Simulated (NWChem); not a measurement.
System: Si₂H₄SClF; SMILES F[SiH2]S[SiH2]Cl

Excerpt of the output:

```
             Northwest Computational Chemistry Package (NWChem) 7.3.0
             --------------------------------------------------------

 C1  symmetry detected

                             Geometry "geometry" -> ""
                             -------------------------

 Output coordinates in angstroms (scale by  1.889725989 to convert to a.u.)

  No.       Tag          Charge          X              Y              Z
 ---- ---------------- ---------- -------------- -------------- --------------
    1 Si                  14.0000    -0.54686788     1.70736731    -0.51069257
    2 F                    9.0000    -0.63538191     2.62327721     0.82549679
    3 S                   16.0000     1.20800861     0.48825241    -0.47280555
    4 Si                  14.0000     0.48602120    -1.09394515     0.78073935
    5 Cl                  17.0000    -0.70146864    -2.41878175    -0.26928052
    6 H                    1.0000    -1.76689040     0.86040678    -0.54338655
    7 H                    1.0000    -0.41471686     2.60438611    -1.68419325
    8 H                    1.0000    -0.33679898    -0.53877241     1.88772583
    9 H                    1.0000     1.68552590    -1.81617428     1.27238560

 Effective nuclear repulsion energy (a.u.)     430.6490896834

  pbe96 is a nonlocal functional; adding pw91lda local functional.

                                 NWChem DFT Module
                                 -----------------

 Summary of "ao basis" -> "ao basis" (spherical)
 ------------------------------------------------------------------------------
       Tag                 Description            Shells   Functions and Types
 ---------------- ------------------------------  ------  ---------------------
 Si                         def2-svp                 8       18   4s3p1d
 F                          def2-svp                 6       14   3s2p1d
 S                          def2-svp                 8       18   4s3p1d
 Cl                         def2-svp                 8       18   4s3p1d
 H                          def2-svp                 3        5   2s1p

            General Information
            -------------------
          SCF calculation type: DFT
          Wavefunction type:  closed shell.
          No. of atoms     :     9
          No. of electrons :    74
           Alpha electrons :    37
            Beta electrons :    37
          Charge           :     0
          Spin multiplicity:     1
          Use of symmetry is: off; symmetry adaption is: off
          Maximum number of iterations: 150
          AO basis - number of functions:   106
                     number of shells:    50
          Convergence on energy requested:  1.00D-06
          Convergence on density requested:  1.00D-05
          Convergence on gradient requested:  5.00D-04

              XC Information
              --------------
          PerdewBurkeErnzerhof Exchange Functional  1.000
            Perdew 1991 LDA Correlation Functional  1.000 local
           PerdewBurkeErnz. Correlation Functional  1.000 non-local

             Grid Information
             ----------------
          Grid used for XC integration:  medium
          Radial quadrature: Mura-Knowles
          Angular quadrature: Lebedev.
          Tag              B.-S. Rad. Rad. Pts. Rad. Cut. Ang. Pts.
          ---              ---------- --------- --------- ---------
          Si                  1.10       88          11.0       590
          F                   0.50       49          12.0       434
          S                   1.00       88           9.0       590
          Cl                  1.00       88          12.0       590
          H                   0.35       45          13.0       434
          Grid pruning is: on
          Number of quadrature shells:   581
          Spatial weights used:  Erf1

      Superposition of Atomic Density Guess
      -------------------------------------

 Sum of atomic energies:       -1535.43755372

      Non-variational initial energy
      ------------------------------

 Total energy =   -1536.681842
 1-e energy   =   -2985.606558
 2-e energy   =    1018.275626
 HOMO         =      -0.336368
 LUMO         =       0.059961

     ---------------------------------------------
      Total Density - Mulliken Population Analysis
     ---------------------------------------------

    Atom       Charge   Shell Charges
 -----------   ------   -------------------------------------------------------
    1 Si  14    12.96   2.00  1.99  0.93  0.21  5.93  0.91  0.76  0.22
    2 F    9     9.58   1.99  1.15  0.78  3.52  2.14  0.00
    3 S   16    16.57   2.00  1.99  1.20  0.65  5.94  1.83  2.93  0.03
    4 Si  14    13.14   2.00  1.99  0.97  0.18  5.93  0.95  0.92  0.20
    5 Cl  17    17.42   2.00  1.99  1.22  0.72  5.94  2.16  3.37  0.01
    6 H    1     1.09   0.70  0.38  0.01
    7 H    1     1.09   0.70  0.38  0.01
    8 H    1     1.08   0.70  0.37  0.01
    9 H    1     1.08   0.70  0.36  0.01

   convergence    iter        energy       DeltaE   RMS-Dens  Diis-err
 ---------------- ----- ----------------- --------- --------- ---------
 d= 0,ls=0.0,diis     1  -1538.3745738645 -1.97D+03  1.95D-02  9.26D-01
 d= 0,ls=0.0,diis     2  -1538.1868122670  1.88D-01  1.23D-02  2.80D+00
 d= 0,ls=0.0,diis     3  -1538.4737439824 -2.87D-01  2.82D-03  9.22D-02
 d= 0,ls=0.0,diis     4  -1538.4776014866 -3.86D-03  1.63D-03  2.95D-02
 d= 0,ls=0.0,diis     5  -1538.4816424595 -4.04D-03  4.06D-04  1.10D-03
  Resetting Diis
 d= 0,ls=0.0,diis     6  -1538.4818046368 -1.62D-04  1.07D-04  6.88D-05
 d= 0,ls=0.0,diis     7  -1538.4818159774 -1.13D-05  6.35D-05  6.58D-06
 d= 0,ls=0.0,diis     8  -1538.4818146610  1.32D-06  3.86D-05  1.54D-05
 d= 0,ls=0.0,diis     9  -1538.4818170228 -2.36D-06  3.50D-06  1.60D-07
 d= 0,ls=0.0,diis    10  -1538.4818170404 -1.75D-08  9.77D-07  1.41D-08

         Total DFT energy =    -1538.481817040351
      One electron energy =    -2987.483846956019
           Coulomb energy =     1125.367719907583
    Exchange-Corr. energy =     -107.014779675350
 Nuclear repulsion energy =      430.649089683435

 Numeric. integr. density =       74.000015519559

                       DFT Final Molecular Orbital Analysis
                       ------------------------------------

 Vector   35  Occ=2.000000D+00  E=-2.855623D-01
              MO Center= -6.5D-02, -1.5D+00, -1.5D-01, r^2= 4.3D+00
   Bfn.  Coefficient  Atom+Function         Bfn.  Coefficient  Atom+Function
  ----- ------------  ---------------      ----- ------------  ---------------
    80      0.376653  5 Cl py                81     -0.282119  5 Cl pz
    77      0.277776  5 Cl py                79     -0.235136  5 Cl px
    45     -0.219462  3 S  pz                78     -0.208353  5 Cl pz
   102      0.184237  9 H  s                 76     -0.172718  5 Cl px
    42     -0.164716  3 S  pz                74      0.162141  5 Cl py

 Vector   36  Occ=2.000000D+00  E=-2.781294D-01
              MO Center= -1.2D-01, -1.2D+00,  1.1D-01, r^2= 4.6D+00
   Bfn.  Coefficient  Atom+Function         Bfn.  Coefficient  Atom+Function
  ----- ------------  ---------------      ----- ------------  ---------------
    79      0.366280  5 Cl px                81     -0.280192  5 Cl pz
    76      0.274557  5 Cl px                97      0.227216  8 H  s
    43      0.218352  3 S  px                78     -0.205335  5 Cl pz
    98      0.176969  8 H  s                 40      0.171583  3 S  px
    73      0.159390  5 Cl px                45     -0.147749  3 S  pz

 Vector   37  Occ=2.000000D+00  E=-2.540052D-01
              MO Center=  8.6D-01,  2.8D-01, -3.5D-01, r^2= 2.9D+00
   Bfn.  Coefficient  Atom+Function         Bfn.  Coefficient  Atom+Function
  ----- ------------  ---------------      ----- ------------  ---------------
    45      0.447486  3 S  pz                42      0.326743  3 S  pz
    44      0.301169  3 S  py                41      0.212769  3 S  py
    43      0.199186  3 S  px                39      0.186755  3 S  pz
    80      0.177111  5 Cl py                40      0.147415  3 S  px
    77      0.130750  5 Cl py                38      0.121786  3 S  py

 Vector   38  Occ=0.000000D+00  E=-3.862644D-02
              MO Center=  1.3D-01, -7.2D-02,  5.5D-02, r^2= 5.3D+00
   Bfn.  Coefficient  Atom+Function         Bfn.  Coefficient  Atom+Function
  ----- ------------  ---------------      ----- ------------  ---------------
    63      0.781629  4 Si pz                13     -0.513160  1 Si pz
    72      0.374789  5 Cl s                 80      0.339108  5 Cl py
    88     -0.321741  6 H  s                 61      0.312924  4 Si px
    53     -0.306347  4 Si s                 11     -0.284105  1 Si px
    12     -0.273015  1 Si py                79      0.250709  5 Cl px

 Vector   39  Occ=0.000000D+00  E=-2.173823D-02
              MO Center=  2.7D-01, -3.4D-02,  2.1D-01, r^2= 5.9D+00
   Bfn.  Coefficient  Atom+Function         Bfn.  Coefficient  Atom+Function
  ----- ------------  ---------------      ----- ------------  ---------------
    36      0.857665  3 S  s                 62     -0.657542  4 Si py
    61     -0.524027  4 Si px                11     -0.464174  1 Si px
    13      0.377885  1 Si pz                43     -0.376098  3 S  px
    54     -0.336485  4 Si s                  4     -0.322105  1 Si s
    53     -0.305356  4 Si s                 93      0.299051  7 H  s

[...]
```

Level: PBE/def2-SVP. Coordinates come from a PBE0/def2-SVP optimisation.

Which NWChem input produces such a log?

This is not unique; one that fits is the input that was run:
```
start job
memory heap 200 mb stack 900 mb global 1100 mb
geometry units angstroms noautoz
  Si    -0.366120    -2.105655    -0.366519
  F      1.021005    -2.941133    -0.466461
  S     -0.249673    -0.635543     1.180245
  Si     0.802539     0.893045     0.106812
  Cl    -0.456922     1.956802    -1.138196
  H     -0.582823    -1.456203    -1.684896
  H     -1.449053    -3.042382     0.019498
  H      1.862718     0.288627    -0.742522
  H      1.352758     1.816752     1.129635
end
basis spherical
  * library def2-svp
end
dft
  xc xpbe96 cpbe96
  iterations 150
  mulliken
end
task dft energy
```
